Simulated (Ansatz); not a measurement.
C7H14 can be A, `C1CCCCCC1`, or B, `C[C@@H]1CCC[C@H]1C`.

Program: Ansatz. Geometries: PBE0-D4/def2-TZVP. ΔE: electronic, gas phase. CCSD(T)/CBS adds triple-zeta CCSD(T) − MP2 to the extrapolated MP2 energy (def2 sets, frozen cores). DFT in def2-TZVPP.

(1) Which is lower in electronic energy at CCSD(T)/CBS, and by how much? (Best estimate.)

(2) Give E(B) − E(A) in kJ/mol with BLYP-D4, PBE0-D4, PBE-D4, MP2/def2-TZVPP, HF/def2-TZVPP, LDA (SPW92), CCSD(T)/def2-SVP. (An estimate is asked.)

Largest T1 diagnostic: 0.009.

Results:

(1) The calculation gave: B, by 14.4 kJ/mol.

(2) Ansatz gave: BLYP-D4 -10.6, PBE0-D4 -13.2, PBE-D4 -13.2, MP2/def2-TZVPP -18.5, HF/def2-TZVPP -14.7, LDA (SPW92) -10.9, CCSD(T)/def2-SVP -12.1. None reverses the order clearly.

Leaving LDA and LC-ωPBE aside and taking each functional with its dispersion term where it has one, the values, not all of them listed here, spread over 5.3 kJ/mol, from B97M-V to BHLYP-D4. LDA lies +3.9 kJ/mol from PBE without D4.
